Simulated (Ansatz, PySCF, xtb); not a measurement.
Reaction 2 R1 → P1 + P2, each structure at its B3LYP-D3(BJ)/def2-TZVP stationary point, reached from a drawn start (curvature not checked).
R1: SiH4 (SMILES [SiH4]), charge 0, multiplicity 1.
P1, Si2H6 (SMILES [SiH3][SiH3]) (charge 0, multiplicity 1, Z-matrix in Å and degrees):
```
Si
H 1 1.4832
H 1 1.4832 2 108.63
H 1 1.4832 2 108.63 3 -118.00
Si 1 2.3443 2 110.29 3 121.00
H 5 1.4832 1 110.29 2 180.00
H 5 1.4832 6 108.63 1 121.00
H 5 1.4832 6 108.63 7 118.00
```
P2: H2 (SMILES [H][H]), charge 0, multiplicity 1.

P less R. No zero-point or thermal terms.

Cores are frozen in the correlated methods. CBS: X⁻³ extrapolation of the correlation energy, Hartree–Fock from the larger set.

Codes used: Ansatz (Gaussian basis) for Hartree–Fock, density functionals and correlated methods; PySCF for the D3/D4 terms; xtb for the GFN methods. Each number belongs to the level named beside it.

```json
[
 {"level": "GFN2-xTB", "reaction energy (kcal/mol)": "29.27"},
 {"level": "r2SCAN-D3(BJ)/def2-TZVPP", "reaction energy (kcal/mol)": "2.88"},
 {"level": "PBE0-D4/def2-TZVPP", "reaction energy (kcal/mol)": "2.48"},
 {"level": "BHLYP-D3(BJ)/def2-TZVPP", "reaction energy (kcal/mol)": "6.40"},
 {"level": "CAM-B3LYP-D3(BJ)/def2-TZVPP", "reaction energy (kcal/mol)": "6.32"},
 {"level": "B2PLYP/def2-TZVPP", "reaction energy (kcal/mol)": "6.36"},
 {"level": "SCS-MP2/cc-pV(D+d)Z", "reaction energy (kcal/mol)": "9.20"},
 {"level": "SCS-MP2/cc-pV(Q+d)Z", "reaction energy (kcal/mol)": "6.62"},
 {"level": "CCSD(T)/CBS(cc-pV(T+d)Z, cc-pV(Q+d)Z)", "reaction energy (kcal/mol)": "?"}
]
```

Some entries are withheld; supply them.


- CCSD(T)/CBS(cc-pV(T+d)Z, cc-pV(Q+d)Z), reaction energy (kcal/mol): 4.42

Ansatz is an electronic-structure program.
